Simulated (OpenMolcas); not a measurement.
**Multiconfigurational calculation on As+**

Input:

```
&GATEWAY
Coord
1

As 0.0 0.0 0.0
Basis=ANO-RCC-MB
Group=XYZ
NoMove
AngMom=0.0 0.0 0.0
AMFI
&SEWARD
&RASSCF
FileOrb=start.orb
Symmetry=1
Spin=3
nActEl=4 0 0
Inactive=8 6
Ras2=1 3
CIRoot=3 3 1
SDav=6
CIMx=300
Iter=120 100
PrWF=0.3
OrbListing=Nothing
MaxOrb=0
Atom
>>> COPY $Project.JobIph JOB001
&RASSCF
FileOrb=start.orb
Symmetry=1
Spin=1
nActEl=4 0 0
Inactive=8 6
Ras2=1 3
CIRoot=6 6 1
SDav=12
CIMx=300
Iter=120 100
PrWF=0.3
OrbListing=Nothing
MaxOrb=0
Atom
>>> COPY $Project.JobIph JOB002
&RASSCF
FileOrb=start.orb
Symmetry=2
Spin=5
nActEl=4 0 0
Inactive=8 6
Ras2=1 3
CIRoot=1 1 1
SDav=1
CIMx=300
Iter=120 100
PrWF=0.3
OrbListing=Nothing
MaxOrb=0
Atom
>>> COPY $Project.JobIph JOB003
&RASSCF
FileOrb=start.orb
Symmetry=2
Spin=3
nActEl=4 0 0
Inactive=8 6
Ras2=1 3
CIRoot=9 9 1
SDav=9
CIMx=300
Iter=120 100
PrWF=0.3
OrbListing=Nothing
MaxOrb=0
Atom
>>> COPY $Project.JobIph JOB004
&RASSCF
FileOrb=start.orb
Symmetry=2
Spin=1
nActEl=4 0 0
Inactive=8 6
Ras2=1 3
CIRoot=8 8 1
SDav=8
CIMx=300
Iter=120 100
PrWF=0.3
OrbListing=Nothing
MaxOrb=0
Atom
>>> COPY $Project.JobIph JOB005
&RASSI
NrOfJobIphs=5 3 6 1 9 8
1 2 3
1 2 3 4 5 6
1
1 2 3 4 5 6 7 8 9
1 2 3 4 5 6 7 8
IphNames
JOB001
JOB002
JOB003
JOB004
JOB005
EJob
SpinOrbit
DIPRint=1.0
SOCoupling=1000.0
Subsets=2
MEES
Property=10
'ANGMOM' 1 'ANGMOM' 2 'ANGMOM' 3 'MLTPL  1' 1 'MLTPL  1' 2 'MLTPL  1' 3
'AMFI' 1 'AMFI' 2 'AMFI' 3 'MLTPL  2' 6
SOProperty=3
'ANGMOM' 1 'ANGMOM' 2 'ANGMOM' 3
```

Launched by
```bash
OMP_NUM_THREADS=1 MOLCAS_MEM=1689 MOLCAS_PROJECT=a pymolcas a.inp > a.log  # once for each step of the input, in one work folder
```

A driver script runs the steps one by one and writes start.orb anew before each from the orbitals found so far.

Output, cut to the results:

```
--- SEWARD ---
Basis set label: AS.ANO-RCC...4S3P1D.

      Electronic valence basis set:
      ------------------
      Associated Effective Charge  33.000000 au
      Associated Actual Charge     33.000000 au
      Nuclear Model: Point charge

      Shell  nPrim  nBasis  Cartesian Spherical Contaminant
         s      20       4        X
         p      17       3        X
         d      11       1                 X
                  Relativistic Douglas-Kroll-Hess integrals:
                    - DKH order of Hamiltonian: 2
                    - DKH order of Properties : 0
                  Atomic mean-field integrals
--- RASSCF ---
Wave function specifications:
      -----------------------------

      Number of closed shell electrons          28
      Number of electrons in active shells       4
      Max number of holes in RAS1 space          0
      Max nr of electrons in RAS3 space          0
      Number of inactive orbitals               14
      Number of active orbitals                  4
      Number of secondary orbitals               0
      Spin quantum number                      1.0
      State symmetry                             1
Orbital specifications:
      -----------------------

      Symmetry species                           1   2
                                                ag  au
      Frozen orbitals                            0   0
      Inactive orbitals                          8   6
      Active orbitals                            1   3
      RAS1 orbitals                              0   0
      RAS2 orbitals                              1   3
      RAS3 orbitals                              0   0
      Secondary orbitals                         0   0
      Deleted orbitals                           0   0
      Number of basis functions                  9   9
      Number of CSFs                             6
      Number of root(s) required                 3
      Iter CI   SX   CI       RASSCF       Energy    max ROT     max BLB   max BLB  Level Ln srch  Step   QN
          iter iter root      energy       change     param      element    value   shift minimum  type update
 Nr of preliminary CI iterations:   1
      Total energies have been shifted. Add                -2000.00 au
        1   1    3    0  -258.57769100    0.00E+00  -3.23E-03    5   9 2 -6.14E-03*  0.00   0.00    SX    NO
        2   1    3    0  -258.57771004   -1.90E-05* -1.14E-04    5   9 2 -2.55E-04*  0.00   0.00    SX    NO
        3   1    2    0  -258.57771008   -3.19E-08* -3.69E-06    5   9 2 -1.07E-05   0.00   0.00    SX    NO
        4   1    2    0  -258.57771008   -5.32E-11  -9.03E-08    5   9 2 -4.53E-07   0.00   0.00    SX    NO
      Convergence after  4 iterations
        5   1    2    0  -258.57771008    1.82E-12  -9.03E-08    5   9 2 -1.95E-08   0.00   0.00    SX    NO
      Natural orbitals and occupation numbers for root  1
      sym 1:   1.980829
      sym 2:   1.000000   0.019171   1.000000
      Natural orbitals and occupation numbers for root  2
      sym 1:   1.980829
      sym 2:   1.000000   1.000000   0.019171
      Natural orbitals and occupation numbers for root  3
      sym 1:   1.980829
      sym 2:   0.019171   1.000000   1.000000
::    RASSCF root number  1 Total energy:  -2258.57771008
::    RASSCF root number  2 Total energy:  -2258.57771008
::    RASSCF root number  3 Total energy:  -2258.57771008
--- RASSCF ---
Wave function specifications:
      -----------------------------

      Number of closed shell electrons          28
      Number of electrons in active shells       4
      Max number of holes in RAS1 space          0
      Max nr of electrons in RAS3 space          0
      Number of inactive orbitals               14
      Number of active orbitals                  4
      Number of secondary orbitals               0
      Spin quantum number                      0.0
      State symmetry                             1
Orbital specifications:
      -----------------------

      Symmetry species                           1   2
                                                ag  au
      Frozen orbitals                            0   0
      Inactive orbitals                          8   6
      Active orbitals                            1   3
      RAS1 orbitals                              0   0
      RAS2 orbitals                              1   3
      RAS3 orbitals                              0   0
      Secondary orbitals                         0   0
...
--- RASSI ---
SPIN-FREE ENERGIES:
  (Shifted by EMIN (a.u.) =      -2258.5777100754)

 SF State       Relative EMIN(au)   Rel lowest level(eV)    D:o, cm**(-1)      L_eff

     1             0.0000000000        0.0000000000              0.0000         1.0
     2             0.0000000000        0.0000000000              0.0000         1.0
     3             0.0000000000        0.0000000000              0.0000         1.0
     4             0.0437176896        1.1896189362           9594.9238         2.0
     5             0.0437176896        1.1896189362           9594.9238         2.0
     6             0.0437176896        1.1896189362           9594.9238         2.0
     7             0.0437176896        1.1896189362           9594.9238         2.0
     8             0.0437176896        1.1896189362           9594.9238         2.0
     9             0.0851689836        2.3175661077          18692.4313         0.0
    10             0.2202760849        5.9940176269          48345.0125         0.0
    11             0.3707551328       10.0887611207          81371.3461         2.0
    12             0.3707551328       10.0887611207          81371.3461         2.0
    13             0.3707551328       10.0887611207          81371.3461         2.0
    14             0.3707551328       10.0887611207          81371.3461         2.0
    15             0.3707551328       10.0887611207          81371.3461         2.0
    16             0.4144924918       11.2789152902          90970.5868         1.0
    17             0.4144924918       11.2789152902          90970.5868         1.0
    18             0.4144924918       11.2789152902          90970.5868         1.0
    20             0.5403926444       14.7048329722         118602.4764         2.0
    21             0.5403926444       14.7048329722         118602.4764         2.0
    22             0.5403926444       14.7048329722         118602.4764         2.0
...
```

Levels above the lowest, from the spin-orbit matrix, grouped by J:

| Configuration | Term | J | E (cm⁻¹) | Measured (cm⁻¹) | g | Term weight % |
| --- | --- | --- | --- | --- | --- | --- |
| 4s² 4p² | ³P | 0 | 0.0 | 0.0 |  | 99 |
| 4s² 4p² | ³P | 1 | 736 | 1063 | 1.501 | 100 |
| 4s² 4p² | ³P | 2 | 1841 | 2541 | 1.497 | 99 |
| 4s² 4p² | ¹D | 2 | 10999 | 10096 | 1.004 | 99 |
| 4s² 4p² | ¹S | 0 | 20164 | 22599 |  | 99 |
| 4s 4p³ | ⁵S° | 2 | 49639 | 54817 | 2.002 | 100 |
| 4s 4p³ | ³D° | 2 | 82589 | 73862 | 1.171 | 99 |
| 4s 4p³ | ³D° | 1 | 82612 | 73750 | 0.505 | 99 |
| 4s 4p³ | ³D° | 3 | 82698 | 74244 | 1.334 | 100 |
| 4s 4p³ | ³P° | 0 | 92298 |  |  | 100 |
| 4s 4p³ | ³P° | 1 | 92344 |  | 1.495 | 99 |
| 4s 4p³ | ³P° | 2 | 92414 |  | 1.497 | 99 |
| 4s 4p³ | ¹D° | 2 | 119956 |  | 1.000 | 100 |
| 4s 4p³ | ³S° | 1 | 123995 |  | 1.972 | 97 |
| 4s 4p³ | ¹P° | 1 | 129723 |  | 1.030 | 97 |

Against the 8 measured excited levels shown (NIST Handbook of Basic Atomic Spectroscopic Data) the mean absolute deviation is 4400 cm-1; the largest miss in energy is 4s 4p³ ³D°₁: computed 82612, measured 73750 cm⁻¹ (+12.0 %), and the largest in proportion 4s² 4p² ³P₁ (-30.8 %).

Without dynamic correlation excited terms often stand tens of per cent too high (terms of higher spin than the ground term too low), and those without a measured partner can miss by more than the paired ones. Terms of s pⁿ other than that of highest spin mix with s² pⁿ⁻² d, which this space lacks; all of them can be thousands of cm-1 off, and some have no real level of that name. Measured partners are found by configuration, term and J. A level has none where our copy of the source lacks it or the pairing is in doubt (some pairs that miss far off the trend of their configuration count as doubtful), and it then counts in no deviation. Only configurations of the active space appear. The first state left out of the spin-orbit step lies near 190000 cm-1 above the lowest spin-free state of the reference (among the parities and spins computed), and the list stops at four fifths of that energy or lower.

The term weight is that of the spin-free term in the level, not the purity of its configuration. ° marks odd parity.
